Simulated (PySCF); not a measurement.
Species: 1,1,2-trifluoro-2-methylcyclopropane, C4H5F3.
Z-matrix (Å and degrees, PBE0-D3(BJ)/def2-SVP geometry), rows numbered from 1:
```
C 
C   1  1.4943
F   2  1.3583  1  113.19
C   2  1.5241  1  122.01  3  -144.04
C   4  1.4847  2   59.17  1  -110.88
F   5  1.3311  2  119.35  4   109.68
F   5  1.3396  2  119.06  4  -109.70
H   1  1.0999  2  109.98  3   -56.99
H   1  1.0974  2  110.73  3  -176.77
H   1  1.1001  2  110.10  3    62.77
H   4  1.0929  2  118.38  5   108.36
H   4  1.0932  2  115.63  5  -106.08
```

The calculation used core-valence-separated Tamm–Dancoff BHandHLYP/aug-pcX-1 (pcseg-1 on H) in PySCF, non-relativistic, gas phase, PBE0-D3(BJ)/def2-SVP geometry. Absolute energies from this functional tend to lie a few eV below measured edges; no shift was applied.

**Question.** Give energies, oscillator strengths and core holes at the C K edge.

**Answer.** 
```csv
E (eV),f,core hole on,main final orbital
285.85,0.0094,C1,LUMO (69 %)
286.18,0.0180,C4,spread
286.43,0.0167,C4,spread
286.54,0.0293,C1,spread
286.59,0.0328,C1,LUMO+2 (31 %)
286.81,0.0263,C4,spread
287.19,0.0081,C1,LUMO+4 (31 %)
287.55,0.0520,C2,LUMO+4 (30 %)
287.66,0.0027,C1,LUMO+1 (54 %)
287.76,0.0027,C4,LUMO+1 (43 %)
287.90,0.0065,C4,LUMO+2 (41 %)
287.93,0.0061,C1,LUMO+2 (33 %)
287.99,0.0149,C4,LUMO+3 (32 %)
288.12,0.0024,C1,spread
288.15,0.0135,C4,spread
288.35,0.0054,C1,spread
288.47,0.0038,C1,LUMO+8 (30 %)
288.80,0.0015,C1,spread
288.83,0.0519,C2,spread
```

The first line with a tenth or more of the strongest one's intensity is at 285.85 eV (f = 0.009), with the hole on C1 (methyl carbon). The strongest listed is at 287.55 eV (f = 0.052; C2).

**Question.** Give energies, oscillator strengths and core holes at the F K edge.

**Answer.** 
```tsv
E (eV)	f	core hole on	main final orbital
685.53	0.0335	F3	spread
686.40	0.0293	F6	spread
686.58	0.0298	F7	spread
687.02	0.0055	F3	LUMO (44 %)
687.45	0.0084	F7	LUMO (37 %)
687.64	0.0084	F6	LUMO+2 (42 %)
687.77	0.0029	F3	LUMO+1 (78 %)
687.91	0.0028	F3	LUMO (31 %)
688.15	0.0002	F3	LUMO+2 (53 %)
688.28	0.0044	F7	spread
688.29	0.0038	F6	LUMO+1 (60 %)
688.35	0.0032	F7	LUMO+1 (55 %)
688.46	0.0010	F6	LUMO (66 %)
```

The first line with a tenth or more of the strongest one's intensity is at 685.53 eV (f = 0.033), with the hole on F3 (alkyl fluorine). It is also the strongest listed.

Roots within 0.03 eV whose holes lie on the same, on equivalent or on shared atoms are summed into one line, and the highest roots are left out, as the search may have cut off their partners. Final orbitals are the ground state's empty Kohn–Sham orbitals.

**Question.** What is the summed oscillator strength of the listed C K lines, and their intensity-weighted mean energy?

**Answer.** Σf = 0.304 over 19 lines from 285.85 to 288.83 eV; the weighted mean is 287.40 eV. The strongest line holds 17 % of the sum.

The list ends where the root search ended, not at a threshold.
